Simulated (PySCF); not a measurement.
Predicted microwave data (PBE0/pcSseg-1 in PySCF (dipole) on a GFN2-xTB geometry, gas phase) for one isomer of C7H9O2P:

| Property | Result |
| --- | --- |
| Rotational constants | A = 1987, B = 944.0, C = 718.3 MHz |
| Dipole components | \|μa\| = 1.99 D, \|μb\| = 3.56 D, \|μc\| = 0.29 D |
| Inertial defect | -86.11 u·Å² |
| κ | -0.64 |

Question: Which candidate fits, each taken in the one conformer that was computed?
A. `[CH2:1]=[CH:2][P:3]([CH2:4][OH:5])[c:6]1[cH:7][cH:8][cH:9][o:10]1` with C1–C2–P3–C4 -151°, C2–P3–C4–O5 -49°, P3–C4–O5–H -68°, C2–P3–C6–C7 -50°
B. `[CH:1]#[C:2][CH2:3][P:4]([CH:5]=[CH2:6])[C:7](=[O:8])[O:9][CH3:10]` with C2–C3–P4–C5 -82°, C3–P4–C5–C6 31°, C3–P4–C7–O8 -28°, P4–C7–O9–C10 176°
C. `[CH3:1][C@@H:2]1[CH2:3][P@@:4]1(=[O:5])[c:6]1[cH:7][cH:8][o:9][cH:10]1` with C3–P4–C6–C7 28°
D. `[CH:1]#[C:2][P:3]([CH2:4][CH:5]=[CH2:6])[C:7](=[O:8])[O:9][CH3:10]` with C2–P3–C4–C5 -70°, P3–C4–C5–C6 -112°, C2–P3–C7–O8 -121°, P3–C7–O9–C10 178°
E. `[CH3:1][C@@H:2]1[CH2:3][P@:4]1(=[O:5])[c:6]1[cH:7][cH:8][cH:9][o:10]1` with C3–P4–C6–C7 158°

Answer: E. It is C[C@@H]1C[P@]1(=O)c1ccco1, an asymmetric top, point group C1. The candidates at the same level (rigid rotor, commonest isotopes):

```
                    SMILES  A (MHz)  B (MHz)  C (MHz)  μa (D)  μb (D)  μc (D)  Δ (u·Å²)  point group                        rotor
 C[C@@H]1C[P@]1(=O)c1ccco1     1987    944.0    718.3    1.99    3.56    0.29    -86.11           C1               asymmetric top
         C#CP(CC=C)C(=O)OC     2052    692.4    563.9    1.15    1.12    0.45    -79.94           C1               asymmetric top
           C=CP(CO)c1ccco1     1704    958.0    718.3    1.23    0.71    0.34   -120.58           C1               asymmetric top
         C#CCP(C=C)C(=O)OC     2283    686.2    573.1    1.35    1.73    0.60    -75.94           C1               asymmetric top
C[C@@H]1C[P@@]1(=O)c1ccoc1     2718    724.1    632.4    1.12    3.93    0.04    -84.77           C1  near-prolate asymmetric top
```

`C#CCP(C=C)C(=O)OC` has B 27 % too low; `C=CP(CO)c1ccco1` has A 14 % too low; `C[C@@H]1C[P@@]1(=O)c1ccoc1` has A 37 % too high; `C#CP(CC=C)C(=O)OC` has B 27 % too low. No structure here is proved a minimum.
